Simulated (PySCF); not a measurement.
# A small calculation by hand: chemical shift, span and skew from a shielding tensor

Al(Me)2(SH) (C2H7AlS), SMILES [SH][Al]([CH3])[CH3]. Atoms are numbered in the order given.

```xyz
11

Al    -0.2876     0.2398    -0.1677
C     -1.9931    -0.5721    -0.6743
H     -2.0360    -1.6513    -0.4572
H     -2.1878    -0.4381    -1.7532
H     -2.8322    -0.0887    -0.1433
C      0.1238     2.1375    -0.4230
H      0.0667     2.4049    -1.4933
H      1.1226     2.4270    -0.0594
H     -0.6188     2.7695     0.0958
S      1.2054    -1.1108     0.7295
H      2.1532    -0.1600     0.9020
```

Geometry: B3LYP-D3(BJ)/def2-SVP. The structure was generated by enumeration; whether it is a known compound was not checked. Other conformers were not sampled.

GIAO shieldings from PBE/pcSseg-1 (PySCF), non-relativistic, no solvent. The symmetric part of the tensor of C2 has the principal values 180.6, 190.5, 194.0 ppm. The same nucleus in TMS has σ = 182.0 ppm at this level (PySCF, at its B3LYP-D3(BJ)/def2-TZVP geometry).

Task: Work out the isotropic shielding, the ¹³C shift against TMS, the span and the skew.

Result: 
σ(iso) = (σ11 + σ22 + σ33)/3 = 188.4 ppm. δ = σ(ref) − σ(iso) = 182.0 − (188.4) = -6.4 ppm.
Span Ω = σ33 − σ11 = 13.4 ppm. Skew κ = 3(σ(iso) − σ22)/Ω = -0.48. Tumbling in solution averages the tensor to δ; in a static solid the shielding alone would spread this spin-1/2 line over Ω.
